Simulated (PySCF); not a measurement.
Ge(H)2(Me)(vinyl) (C₃H₈Ge), SMILES C=[CH][GeH2][CH3].

Geometry optimised at PBE0-D3(BJ)/def2-SVP. This is a generated structure with no PubChem entry under its InChIKey; it may be hypothetical. Other conformers were not sampled.

Computed with PBE/def2-TZVP (PySCF).

Computed frontier levels, gap, dipole moment and polarisability:
```json
{
 "highest_occupied_level": "-6.66 eV",
 "lowest_empty_level": "-1.24 eV",
 "orbital_gap": "5.42 eV",
 "dipole_moment": "0.133 e·Å",
 "quadrupole, principal values (traceless, Buckingham form, about the centre of nuclear charge)": "-3.20, 0.32, 2.89 D·Å",
 "mean_static_polarisability": "69.1 bohr³ (10.25 Å³)",
 "polarisability_principal_values": "54.2, 70.6, 82.7 bohr³"
}
```
